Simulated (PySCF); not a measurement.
PySCF input:

```python
from pyscf import gto, scf, dft

mol = gto.M(
    atom='''
    Cl   -1.08831466   -1.24132302    0.03550894
    C     0.00000000   -0.00000000    0.00000000
    Cl    1.61889286   -0.32232673   -0.04317288
    Cl   -0.53057821    1.56364975    0.00766394
    ''',
    basis='def2-tzvpd',
    charge=1,
    spin=0,
    verbose=4,
)

mf = scf.RHF(mol).density_fit(auxbasis='def2-universal-jkfit')
mf.conv_tol = 1e-9
mf.max_cycle = 100
mf.max_memory = 1500
mf.kernel()
if not mf.converged:
    mf = mf.newton()
    mf.kernel(mf.make_rdm1())
mf.analyze()
```

Predict the final energy.

-1416.06362 Eh (HF/def2-TZVPD).
